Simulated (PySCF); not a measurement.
Species: C₆H₁₂N₂.
SMILES with atom numbers: `[CH3:1][CH2:2][N:3]1[CH2:4][C@H:5]([CH3:6])[CH:7]=[N:8]1` (hydrogens: H9, H10, H11 on C1; H12, H13 on C2; H14, H15 on C4; H16 on C5; H17, H18, H19 on C6; H20 on C7)

Cartesian coordinates in Å at the GFN2-xTB level; atoms count from 1:
```
atom  x, y, z in Å
C1    -2.7625   -0.3955   -0.1573
C2    -1.7714    0.3050   -1.0910
N3    -0.3919    0.0996   -0.7390
C4     0.1961    0.7558    0.4339
C5     1.3840   -0.1543    0.7950
C6     2.7403    0.4757    0.4783
C7     1.0962   -1.3278   -0.1178
N8     0.1179   -1.1345   -0.9059
H9    -2.6946   -0.0015    0.8544
H10   -3.7781   -0.2498   -0.5151
H11   -2.5479   -1.4615   -0.1321
H12   -1.8986   -0.0814   -2.1051
H13   -1.9533    1.3832   -1.1005
H14   -0.5314    0.8246    1.2506
H15    0.5121    1.7662    0.1612
H16    1.3678   -0.4564    1.8471
H17    2.7921    0.7482   -0.5739
H18    2.8957    1.3695    1.0798
H19    3.5411   -0.2289    0.6929
H20    1.6813   -2.2255   -0.1587
```

The calculation used PySCF 2.14.0, density-fitted response routines, TDDFT PBE0/def2-SVPD, vertical, gas phase, core orbitals frozen in the response.

Frontier orbitals with the atoms that hold most of them (Löwdin shares over 4%, at most four atoms; ? is withheld):

| orbital | ε (eV) | atoms |
| --- | --- | --- |
| LUMO+2 | 1.25 | C6 16%, H19 10%, C1 9%, C7 8% |
| LUMO+1 | 0.82 | C1 13%, C7 10%, C4 9%, C2 8% |
| LUMO | 0.29 | ? |
| HOMO | ? | ? |
| HOMO-1 | -7.79 | N8 56%, C7 11%, N3 9%, C5 8% |
| HOMO-2 | -9.53 | C2 16%, C1 10%, H12 10%, N8 10% |
| HOMO-3 | -9.70 | N8 16%, C2 12%, C5 12%, C7 8% |

(1) Which atoms hold the HOMO, and with what shares?

(2) Give the leading atoms of the LUMO.

(3) What is the HOMO energy, and the HOMO–LUMO gap?

## Answers

(1) N3 (bonded to 2 C and N) 40%; C7 (bonded to C, N and H) 20%; N8 (bonded to C and N) 12%; C4 (bonded to C, N and 2 H) 4%. By element: nitrogen 52%, carbon 24% or more.

(2) N8 (bonded to C and N) 28%; C7 (bonded to C, N and H) 22%; C6 (bonded to C and 3 H) 8%; C5 (bonded to 3 C and H) 7%. By element: carbon 36% or more, nitrogen 28% or more.

(3) ε(HOMO) = -5.60 eV; the gap is 5.89 eV (0.2164 hartree).

**Question.** The HOMO–LUMO gap is 5.89 eV. Where does the response calculation put the lowest singlet, and from which orbitals?

**Answer.** S1 is at 5.00 eV (f = 0.116), 0.89 eV below the gap, made of HOMO→LUMO (95%). Without the coupling terms of the response equations the lowest excitation would equal the gap.

**Question.** Give energy, strength and leading configuration of S1, S2 and S5, and follow the Löwdin shares of the leading atoms from the occupied to the empty orbital.

**Answer.** 
- S1 (5.00 eV, f 0.116), HOMO→LUMO (95%): N3 40% → at most 8%, C7 20% → 22%, N8 12% → 28%
- S2 (5.38 eV, f 0.064), HOMO→LUMO+1 (95%): N3 40% → at most 8%, C7 20% → 10%, C1 at most 5% → 13%
- S5 (6.25 eV, f 0.0043), HOMO-1→LUMO (89%): N8 56% → 28%, C7 11% → 22%

One conformer stands for the species.
